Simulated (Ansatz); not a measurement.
Clusters of 3 atoms, halide: PBE0-D4/def2-TZVPD single points in Ansatz on relaxed structures, gas phase. Each cluster is the lowest isomer that a short search found in that spin, judged at the geometry's level, and lower ones may exist. Core potentials for Ag, Au, Cd, Hg, I, Rb, Tl, no spin–orbit coupling. HOMO and LUMO are taken over both spins. Binding counts from free atoms in the multiplicity of their measured ground term, without zero-point energy. Singlets are spin-restricted. A dash marks a value that wasn't run or was left out as unsound. The structures are stationary points that may keep the symmetry of their start. Remarks come from the PBE and PBE0 runs and from stability tests at other levels; not every state was tested. A HOMO above zero means that the electron is unbound at that level and held by the basis, or that self-interaction error raises the level; the energy of removing that electron tells which. HOMO above LUMO (over both spins in singlets and doublets, within one spin in higher multiplets; at PBE or PBE0), or a gap under 0.15 eV within one spin, warns that the state may not be the lowest or that an electron is smeared out.

```tsv
species	atoms	state	geometry	HOMO (eV)	LUMO (eV)	gap (eV)	binding per atom (eV)	lowest of the spins relaxed	point group (within 0.1 Å)	remarks
CaI2⁻	3	doublet	r2SCAN-D4/def2-TZVPD	-0.19	–	–	–	doublet, of doublet/quartet	C2v	HOMO above zero at PBE or PBE0, HOMO above zero (quartet)
CdCl2⁻	3	doublet	r2SCAN-D4/def2-TZVPD	-0.85	–	–	–	doublet, of doublet/quartet	C2v	HOMO above zero (quartet), gap within one spin near zero at PBE or PBE0 (quartet)
Ag2Br	3	doublet	r2SCAN-D4/def2-TZVP	-6.47	-4.39	2.08	1.19	–	Cs	gap within one spin near zero at PBE or PBE0 (quartet)
AuF2⁻	3	singlet	PBE-D4/def2-TZVPD	-2.26	–	–	–	singlet, of singlet/triplet/quintet	D∞h	HOMO above zero (triplet), HOMO above zero (quintet)
CaCl2⁻	3	doublet	PBE-D4/def2-TZVPD	0.12	–	–	–	doublet, of doublet/quartet	C2v	HOMO above zero at PBE or PBE0, HOMO above zero (quartet)
RbBr2	3	doublet	PBE-D4/def2-TZVP	-6.35	-3.44	2.91	1.74	–	C2v	gap within one spin near zero at PBE or PBE0 (quartet)
BeF2	3	singlet	PBE0-D4/def2-TZVP	-11.81	-0.74	11.07	4.33	–	D∞h	–
TlH2	3	doublet	r2SCAN-D4/def2-TZVP	-5.42	-2.72	2.69	1.20	–	C2v	–
HgF2	3	singlet	B3LYP-D4/def2-TZVP	-10.32	-2.62	7.71	1.77	–	D∞h	–
```

The gap (eV) runs from 2.08 (Ag2Br) to 11.07 (BeF2).
